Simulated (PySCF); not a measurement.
C4H4F2. Atoms are numbered in the order given.

```xyz
10

F      0.0229     1.1915     1.0883
C      0.0232     0.3794     0.0000
F      0.0229     1.1915    -1.0883
C      1.0550    -0.7252     0.0000
C      0.1119    -1.6816     0.0000
C     -1.0745    -0.7236     0.0000
H      2.1462    -0.7132     0.0000
H      0.1587    -2.7730     0.0000
H     -1.7055    -0.7273    -0.9028
H     -1.7055    -0.7273     0.9028
```
Charge 0, spin multiplicity 1.

Geometry optimised at B3LYP-D3(BJ)/def2-SVP.

Level of theory: TDA-CAM-B3LYP/def2-SVPD (PySCF 2.14.0).

Vertical excitations. Isolated molecule, no solvent. State labels are in the subgroup Cs.

| state | symmetry | energy (eV) | λ (nm) | f | main pairs |
|---|---|---|---|---|---|
| S1 | A" | 7.23 | 172 | 0.000 | HOMO−1→LUMO 96 % |
| S2 | A' | 7.52 | 165 | 0.250 | HOMO→LUMO 90 % |
| S3 | A" | 7.92 | 156 | 0.015 | HOMO→LUMO+1 91 % |
| S4 | A" | 8.01 | 155 | 0.000 | HOMO−2→LUMO 92 % |
| S5 | A" | 8.51 | 146 | 0.000 | HOMO→LUMO+2 77 % |
| S6 | A" | 8.59 | 144 | 0.001 | HOMO−3→LUMO 78 % |
| S7 | A" | 8.67 | 143 | 0.019 | HOMO→LUMO+3 88 % |
| S8 | A' | 9.38 | 132 | 0.045 | HOMO−1→LUMO+2 54 %, HOMO−1→LUMO+1 39 % |
| S9 | A' | 9.57 | 130 | 0.015 | HOMO−1→LUMO+1 40 %, HOMO−1→LUMO+2 25 %, HOMO→LUMO+5 22 % |
| S10 | A" | 9.59 | 129 | 0.037 | HOMO→LUMO+4 82 % |
| T1 | A' | 4.22 | 294 | 0 | HOMO→LUMO 95 % |
| T2 | A" | 6.87 | 180 | 0 | HOMO−1→LUMO 85 % |
| T3 | A" | 7.61 | 163 | 0 | HOMO−2→LUMO 81 %, HOMO−1→LUMO 12 % |
| T4 | A" | 7.80 | 159 | 0 | HOMO→LUMO+1 88 % |
Triplets are in the Tamm–Dancoff approximation.
